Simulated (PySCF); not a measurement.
A geometry optimisation on `C#C[SiH2][Se][SiH3]`.

Computed with PBE0-D3(BJ)/def2-SVP geometry optimisation, gas phase (PySCF 2.14.0). Start geometry: GFN2-xTB. The input is one job of a driver script: a line of settings, then coordinates in Å.

Command:
```bash
OMP_NUM_THREADS=1 python probes_run.py task.json out
```

Input:
```
{"job": {"xc": "PBE0", "basis": "def2-SVP", "d3": "d3bj", "grid": 1, "shake": 0.01, "kind": "geom"}, "charge": 0, "multiplicity": 1}
C      1.916070    -1.942360     0.384630
C      1.660110    -0.744510     0.283400
Si     1.238140     1.045590     0.046020
Se    -0.527900     1.226130    -1.355060
Si    -2.171370     0.130980    -0.172850
H      2.103870    -2.939100     0.470020
H      0.904990     1.625720     1.347870
H      2.347400     1.745270    -0.651950
H     -3.343620     0.201200    -0.999830
H     -1.712160    -1.226090     0.098950
H     -2.377420     0.851350     1.102980
```

Output:
```
step   0  E = -3059.17862534  max force = 0.075823
step   1  E = -3059.18503959  max force = 0.009111
step   2  E = -3059.18526388  max force = 0.001091
step   3  E = -3059.18532815  max force = 0.001603
step   4  E = -3059.18541741  max force = 0.002966
step   5  E = -3059.18545446  max force = 0.003084
step   6  E = -3059.18553843  max force = 0.001619
step   7  E = -3059.18564018  max force = 0.001761
step   8  E = -3059.18566478  max force = 0.001331
step   9  E = -3059.18568269  max force = 0.000517
step  10  E = -3059.18569310  max force = 0.000515
step  11  E = -3059.18569444  max force = 0.000315
optimisation converged
```

Energies in Eh; «max force» is the largest Cartesian gradient component in Eh/bohr.

Q: How much energy does the optimisation release, in kcal/mol?

A: E(step 0) − E(last step) = 0.007069 Eh, which is 4.4 kcal/mol.

Summary of the converged run: final energy -3059.18569 Eh after 11 steps; dipole 1.54 D.

Q: Give the final coordinates.

A: 0.389 Å rms from the input after alignment:
```
atom  x, y, z in Å
C1     1.6942   -1.7986    0.4730
C2     1.5191   -0.6134    0.2577
Si3    1.1763    1.1541   -0.0740
Se4   -0.6631    1.3623   -1.4099
Si5   -1.9787   -0.0159   -0.1411
H6     1.8550   -2.8455    0.6596
H7     0.9627    1.8431    1.2306
H8     2.3110    1.7761   -0.8099
H9    -3.3855    0.3019   -0.5201
H10   -1.6929   -1.4520   -0.4211
H11   -1.7598    0.2625    1.3096
```

Q: How long does this job take on one thread of an Arm Neoverse N1 (shared host)? And the peak memory of the process?

A: About 2.5 min, with 0.53 GiB resident at the peak, the Python interpreter and its libraries included.
Labels such as C1 count atoms from 1, the log's own numbers from 0.
